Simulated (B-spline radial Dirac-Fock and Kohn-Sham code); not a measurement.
Auger decay of the 1s hole in Pt³⁺

System: the Pt³⁺ ion, [Xe] 4f14 5d7, inside a Watson sphere of charge -3 and radius 1.8 Å (a model of the Madelung potential; inside it an electron's potential energy is raised by 24.0 eV).

Input file task.json (cfg lists n, l and occupation; rrms is the nuclear radius in fm):

```json
{"items": [{
  "Z": 78,
  "q": 3,
  "cfg": [[1, 0, 2], [2, 0, 2], [2, 1, 6], [3, 0, 2], [3, 1, 6], [3, 2, 10], [4, 0, 2], [4, 1, 6], [4, 2, 10], [4, 3, 14], [5, 0, 2], [5, 1, 6], [5, 2, 7]],
  "A": 195,
  "rrms": 5.427,
  "watson": [-3, 1.8],
  "do": ["binding", "quiet", "decay"],
  "holes": ["K", "L1", "L2", "L3", "M1", "M2", "M3", "M4", "M5", "N1", "N2", "N3", "N4", "N5", "N6", "N7"]
}]}
```

Launch: `python xray_run.py task.json out`

The computed values come from a radial B-spline solver: a relativistic independent-particle model: LDA orbitals of the hole state, radiative multipoles to third order, Auger rates from the Coulomb interaction with a continuum orbital, Dirac-Fock energies. Kinetic energies are configuration averages from the vacuum level; the two-hole energies are estimated from single-hole states. The rates lack the Breit term, which in heavy atoms raises K-L1L1 and K-L1L2.

```
transition  kinetic energy (eV)  width (meV)  share (%)
    K-L1L1              50356.6          135        8.2
    K-L1L2              50978.2          195       11.8
    K-L2L2              51517.5         18.9        1.1
    K-L1L3              52706.4          161        9.8
    K-L2L3              53270.0          371       22.5
    K-L3L3              54994.9          144        8.7
    K-L1M1              61088.2         53.8        3.3
    K-L1M2              61348.4         43.7        2.6
    K-L2M1              61693.9         31.5        1.9
    K-L1M3              61737.5         36.9        2.2
    K-L2M3              62346.3         71.5        4.3
    K-L3M1              63405.9         25.4        1.5
    K-L3M2              63669.3         65.0        3.9
    K-L3M3              64062.0         56.3        3.4
    K-L2N3              64530.5         16.5        1.0
    K-L3N2              66146.6         15.0        0.9
```

The listed channels hold 87 % of the non-radiative rate. Summed by principal shells, of 1.65 eV in all: KLL 62.2 %, KLM 26.2 %, KLN 6.2 %, KMM 2.6 %, KMN 1.2 %, KLO 1.1 %.
